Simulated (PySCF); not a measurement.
SMILES c1ccc(C=C)c(c1)C=C (C10H10), GFN2-xTB optimised geometry.

```
20

C     -2.29    -1.55     0.45
C     -1.11    -1.32    -0.12
C     -0.35    -0.08     0.00
C     -1.02     1.14     0.04
C     -0.33     2.34     0.07
C      1.06     2.34     0.04
C      1.74     1.14     0.00
C      1.06    -0.08     0.00
C      1.86    -1.31     0.03
C      1.55    -2.42     0.69
H     -2.75    -0.82     1.10
H     -2.82    -2.47     0.31
H     -0.65    -2.09    -0.73
H     -2.10     1.14     0.01
H     -0.87     3.27     0.10
H      1.60     3.27     0.05
H      2.82     1.13    -0.01
H      2.81    -1.24    -0.50
H      0.65    -2.50     1.27
H      2.21    -3.27     0.69
```

Density from PBE0/def2-SVP in PySCF at that geometry.

Minimum of the electron density along straight lines between bonded atoms, close to the bond critical point (lines longer than 1.1 times the sum of covalent radii, or with two minima, are not listed):

| bond | length / Å | ρ at the minimum / e bohr⁻³ | ∇²ρ there / e bohr⁻⁵ | position (fraction from the first atom) |
|---|---|---|---|---|
| C1–C2 | 1.326 | 0.342 | -0.91 | 0.50 |
| C2–C3 | 1.462 | 0.273 | -0.67 | 0.50 |
| C3–C4 | 1.394 | 0.307 | -0.77 | 0.50 |
| C4–C5 | 1.381 | 0.314 | -0.81 | 0.50 |
| C5–C6 | 1.386 | 0.311 | -0.80 | 0.50 |
| C6–C7 | 1.380 | 0.314 | -0.81 | 0.50 |
| C3–C8 | 1.406 | 0.300 | -0.74 | 0.50 |
| C7–C8 | 1.395 | 0.307 | -0.78 | 0.50 |
| C8–C9 | 1.462 | 0.274 | -0.67 | 0.50 |
| C9–C10 | 1.326 | 0.343 | -0.92 | 0.50 |
| C1–H11 | 1.077 | 0.283 | -1.08 | 0.63 |
| C1–H12 | 1.077 | 0.283 | -1.08 | 0.63 |
| C2–H13 | 1.083 | 0.283 | -1.08 | 0.64 |
| C4–H14 | 1.080 | 0.284 | -1.08 | 0.63 |
| C5–H15 | 1.080 | 0.283 | -1.08 | 0.63 |
| C6–H16 | 1.080 | 0.283 | -1.08 | 0.63 |
| C7–H17 | 1.081 | 0.283 | -1.07 | 0.63 |
| C9–H18 | 1.084 | 0.281 | -1.06 | 0.63 |
| C10–H19 | 1.077 | 0.285 | -1.11 | 0.64 |
| C10–H20 | 1.077 | 0.283 | -1.08 | 0.63 |
